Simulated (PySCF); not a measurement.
C₃H₇FOSi, SMILES O=CC[SiH2]CF. Geometry optimised at PBE0-D3(BJ)/def2-SVP. The structure was generated by enumeration, and PubChem lists no compound with its InChIKey, so it may never have been made. One conformer was computed; it need not be the lowest.

Computed equilibrium geometry at PBE0-D3(BJ)/def2-SVP (PySCF confirms it by a frequency run) as Cartesian coordinates in Å (one conformer of several):
```xyz
13

O      2.5563     1.2965    -0.1185
C      1.8074     0.7027     0.6105
C      1.3369    -0.6986     0.3946
Si    -0.3258    -0.7652    -0.5319
C     -1.6314     0.2467     0.4098
F     -2.8442     0.1431    -0.2391
H      1.3796     1.2061     1.5200
H      1.2011    -1.2169     1.3582
H      2.0706    -1.2435    -0.2207
H     -0.7722    -2.1863    -0.6138
H     -0.1600    -0.2063    -1.9033
H     -1.3440     1.3124     0.4691
H     -1.7436    -0.1168     1.4477
```
